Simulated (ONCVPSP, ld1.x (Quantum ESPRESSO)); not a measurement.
Potentials for chlorine compared

Generated with ld1.x 7.5 (TM, RRKJ, ultrasoft, PAW), atompaw 4.2 or ONCVPSP 4.0.1. The cutoff is in Ry: for ld1.x and atompaw files where the sum of valence levels is converged to 10 mRy in a Bessel basis, for ONCV files where the hardest occupied wave has 1 mHa per electron of residual kinetic energy. The error is the largest all-electron minus pseudo excitation energy over each file’s own four to seven test configurations (ionisations up to +4, promotions, holes and added fractions of an electron), all of which were solved. The labels leave out finer settings (local radius, basis sizes, second energies), which also bear on the numbers. Spin-polarised tests are not counted. The rows are a selection from randomly drawn settings: files with unsolved tests, undetermined cutoffs or missed reference levels are left out.

```csv
potential,cutoff (Ry),largest error (meV),bound ghosts
"ONCV, PBE, scalar-relativistic, rc 0.75/0.85 (sp), local smoothed, core correction yes, reference 2s2 2p6 3s2 3p5, qcut 17.3/17, projectors 2/2",234,-642,none
"ultrasoft, BP86, scalar-relativistic, rc 1.25/1.15/1.05 (spd), local smoothed, core correction no, reference 3s1.5 3p5.5",30,+2.3,none
"ONCV, LDA (Perdew-Wang 92), scalar-relativistic, rc 1.40/1.40/1.15 (spd), local smoothed, core correction no, reference 3s2 3p5, qcut 5.6/7.1/8.5, projectors 3/2/1",30,+90,none
"ONCV, Wu-Cohen, scalar-relativistic, rc 1.25/1.55 (sp), local smoothed, core correction yes, reference 3s2 3p5, qcut 4.7/4.8, projectors 2/1",66,+76,none
"ONCV, PBE, non-relativistic, rc 0.70/0.60 (sp), local smoothed, core correction yes, reference 2s2 2p6 3s2 3p4, qcut 16.5/22.5, projectors 3/2",404,+348,none
```

(1) Fill in the row for Cl: ONCV, PBE, non-relativistic, rc 0.60/0.80 (sp), local smoothed, core correction no, reference 2s2 2p6 3s2 3p4, qcut 20.3/20.7, projectors 3/2.

(2) Fill in the row for Cl: ultrasoft, PBE, scalar-relativistic, rc 1.40/1.55/1.30 (spd), local smoothed, core correction yes, reference 3s2 3p4.75.

## Answers

(1) cutoff 305 Ry, largest error +5.6 meV, bound ghosts: none.

(2) cutoff 25 Ry, largest error +34 meV, bound ghosts: none.
